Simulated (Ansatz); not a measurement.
Computed with frozen-core CCSD(T)/def2-TZVPP // PBE0-D4/def2-TZVP in Ansatz (a first-principles code).

Ansatz 0.2 input:
```yaml
crystal:
  periodic: [false, false, false]
  atoms:
    - { symbol: C, position_ang: [-1.534489, 0.240532, 0.365407] }
    - { symbol: C, position_ang: [-0.423961, 0.115887, -0.674534] }
    - { symbol: Si, position_ang: [1.172946, -0.57333, 0.008388] }
    - { symbol: O, position_ang: [1.772704, 0.337978, 1.250523] }
    - { symbol: H, position_ang: [-1.234845, 0.892862, 1.18898] }
    - { symbol: H, position_ang: [-2.449939, 0.651637, -0.067246] }
    - { symbol: H, position_ang: [-1.783074, -0.731959, 0.798293] }
    - { symbol: H, position_ang: [-0.215117, 1.090259, -1.1324] }
    - { symbol: H, position_ang: [-0.737247, -0.536257, -1.499254] }
    - { symbol: H, position_ang: [0.943279, -1.916966, 0.597619] }
    - { symbol: H, position_ang: [2.174067, -0.673904, -1.094264] }
    - { symbol: H, position_ang: [2.163214, 1.184003, 1.030305] }
basis:
  gaussian: { orbitals: def2-TZVPP }
correlation:
  method: ccsd_t
```

Output:

```
Functional definition: HF
1425 factors; integrals over basis functions are off by at most 9.6e-4 eV
mean field evaluation 1: about -12086.0723 eV, gradient 4.4e1 eV
mean field evaluation 2: about -12086.2712 eV, gradient 4.4e1 eV
mean field evaluation 4: about -12090.4922 eV, gradient 4.1e0 eV
mean field evaluation 8: about -12090.5537 eV, gradient 2.3e-1 eV
mean field evaluation 16: about -12089.1633 eV, gradient 2.5e1 eV
mean field -12090.55395861 eV, -444.3196627072 hartree, gradient 6.4e-6 eV, S^2 0.000000; 0 other end points of the search recorded, 0 dependent functions left out
8 core orbitals not correlated
reference -12090.55395861 eV, -444.3196627072 hartree; 13, 13 occupied and 226, 226 virtual orbitals, 1425 factors
second order -19.73475069 eV of doubles, -0.00000000 eV of singles
cycle   1  -20.38195070 eV  change   -6.5e-1 eV  update   8.8e-2
cycle   2  -20.86133556 eV  change   -4.8e-1 eV  update   2.5e-2
cycle   3  -20.95026256 eV  change   -8.9e-2 eV  update   1.2e-2
cycle   4  -20.94439259 eV  change    5.9e-3 eV  update   2.5e-3
cycle   5  -20.94419376 eV  change    2.0e-4 eV  update   9.9e-4
cycle   6  -20.94437839 eV  change   -1.8e-4 eV  update   2.5e-4
cycle   7  -20.94427943 eV  change    9.9e-5 eV  update   9.7e-5
cycle   8  -20.94425897 eV  change    2.0e-5 eV  update   3.0e-5
perturbative correction -0.74075484 eV, -0.0272222384 hartree
Total energy: -12112.23897243 eV, -445.1165722663 hartree
```

Cost: very roughly 15 core-minutes.
